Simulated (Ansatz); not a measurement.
Geometry optimisation, RKS PBE-D4/def2-SVP in Ansatz.

The input (input.yaml):

```yaml
crystal:
  periodic: [false, false, false]
  atoms:
    - { symbol: Ta, position_ang: [0.0, 0.0, 0.0] }
    - { symbol: O, position_ang: [2.37, 0.0, 0.0] }
    - { symbol: H, position_ang: [2.7071, -0.5308, 0.7903] }
    - { symbol: F, position_ang: [0.0, 0.0, 1.93] }
    - { symbol: F, position_ang: [0.0, 0.0, -1.93] }
    - { symbol: F, position_ang: [-0.965, 1.6714, 0.0] }
    - { symbol: F, position_ang: [-0.965, -1.6714, 0.0] }
    - { symbol: F, position_ang: [0.7032, -1.7912, 1.127] }
    - { symbol: H, position_ang: [1.8595, -1.1638, 0.7323] }
basis:
  gaussian: { orbitals: def2-SVP }
hamiltonian:
  xc: pbe
  dispersion: d4
relax:
  f_tol: 0.15
  max_steps: 25
  restrain:
    - { distance: [0, 7], at: 3.13, k: 30.0 }
    - { distance: [8, 1], at: 2.21, k: 30.0 }
    - { distance: [0, 1], at: 2.02, k: 30.0 }
    - { distance: [8, 7], at: 0.92, k: 30.0 }
output:
  orbitals: {}
```

Launched with:

```bash
$ ansatz run input.yaml --threads 4 --pin off --max-ram 5120MiB --backend cpu --events-out ev --progress --plain --runs-dir out
```

Q: Where does it end, and by what steps?

A: The run converged. The restraints hold the end off the free minimum; the threshold counts their pulls, which the force column leaves out. Restrained pairs: Ta1–F8 (2.23 → 3.12 Å), O2–H9 (1.47 → 2.21 Å), Ta1–O2 (2.37 → 1.99 Å), F8–H9 (1.37 → 0.94 Å). After 15 steps the energy has fallen by 4.211 eV (the restraints' own energy left out); F8 moved furthest, 1.14 Å.

```
step  energy less start (eV)  largest force component (eV/Å)  accepted
   0                  0.0000                           5.821       yes
   1                 -1.1217                           4.801       yes
   2                 -1.9031                           5.104       yes
   3                 -2.7368                           3.988       yes
   4                 -3.5553                           1.051       yes
   5                 -3.7966                           1.344       yes
   6                 -3.9485                           1.187       yes
   7                 -4.0748                           1.171       yes
   8                 -4.1559                           1.184       yes
   9                 -4.1764                           1.065       yes
  10                 -4.1658                           1.424        no
  11                 -4.1990                           1.119       yes
  12                 -4.2087                           1.131       yes
  13                 -4.2026                           1.123        no
  14                 -4.2101                           1.136       yes
  15                 -4.2109                           1.133       yes
```

```xyz
9
Properties=species:S:1:pos:R:3
Ta -0.033 0.127 0.066
O 1.941 0.080 0.275
H 2.274 0.382 1.144
F -0.052 0.573 1.919
F 0.275 -0.549 -1.674
F -0.684 1.787 -0.484
F -1.384 -1.139 0.375
F 1.318 -2.626 0.651
H 2.054 -2.120 0.376
```

The run took 28 s on 4 threads of Arm Neoverse V1, on a shared host, peak memory 0.18 GiB.
